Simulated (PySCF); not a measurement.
CH4O3, SMILES OC(O)O. Atoms are numbered in the order given.

```xyz
8

O     -0.1606     0.7062     1.0927
C      0.3448     0.0213     0.0000
O     -0.0352    -1.3245     0.0000
O     -0.1606     0.7062    -1.0927
H      0.1658     0.2476     1.8780
H      1.4572    -0.0077     0.0000
H     -1.0069    -1.3180     0.0000
H      0.1658     0.2476    -1.8780
```
Charge 0, spin multiplicity 1.

Geometry optimised at r2SCAN-D4/def2-SVP. Other conformers were not sampled.

Level of theory: TDA-PBE/def2-SVPD (PySCF 2.14.0).

Vertical excitations. Isolated molecule, no solvent. State labels are in the subgroup Cs.

```json
[
 {"state": "S1", "symmetry": "A\"", "energy (eV)": "6.57", "λ (nm)": "189", "f": "0.034", "main pairs": "HOMO→LUMO 99 %"},
 {"state": "S2", "symmetry": "A'", "energy (eV)": "6.84", "λ (nm)": "181", "f": "0.025", "main pairs": "HOMO−1→LUMO 99 %"},
 {"state": "S3", "symmetry": "A'", "energy (eV)": "7.31", "λ (nm)": "170", "f": "0.015", "main pairs": "HOMO→LUMO+1 97 %"},
 {"state": "S4", "symmetry": "A\"", "energy (eV)": "7.38", "λ (nm)": "168", "f": "0.000", "main pairs": "HOMO→LUMO+2 91 %"},
 {"state": "S5", "symmetry": "A\"", "energy (eV)": "7.47", "λ (nm)": "166", "f": "0.011", "main pairs": "HOMO−1→LUMO+1 91 %"},
 {"state": "S6", "symmetry": "A'", "energy (eV)": "7.69", "λ (nm)": "161", "f": "0.089", "main pairs": "HOMO−1→LUMO+2 97 %"},
 {"state": "S7", "symmetry": "A\"", "energy (eV)": "7.80", "λ (nm)": "159", "f": "0.001", "main pairs": "HOMO−2→LUMO 99 %"},
 {"state": "S8", "symmetry": "A'", "energy (eV)": "8.14", "λ (nm)": "152", "f": "0.026", "main pairs": "HOMO−3→LUMO 99 %"},
 {"state": "S9", "symmetry": "A\"", "energy (eV)": "8.25", "λ (nm)": "150", "f": "0.004", "main pairs": "HOMO→LUMO+3 99 %"},
 {"state": "S10", "symmetry": "A'", "energy (eV)": "8.49", "λ (nm)": "146", "f": "0.010", "main pairs": "HOMO−2→LUMO+1 56 %, HOMO−1→LUMO+3 43 %"},
 {"state": "T1", "symmetry": "A\"", "energy (eV)": "6.38", "λ (nm)": "194", "f": "0", "main pairs": "HOMO→LUMO 99 %"},
 {"state": "T2", "symmetry": "A'", "energy (eV)": "6.60", "λ (nm)": "188", "f": "0", "main pairs": "HOMO−1→LUMO 99 %"},
 {"state": "T3", "symmetry": "A'", "energy (eV)": "7.05", "λ (nm)": "176", "f": "0", "main pairs": "HOMO→LUMO+1 98 %"},
 {"state": "T4", "symmetry": "A\"", "energy (eV)": "7.20", "λ (nm)": "172", "f": "0", "main pairs": "HOMO→LUMO+2 89 %"}
]
```
Triplets are in the Tamm–Dancoff approximation.
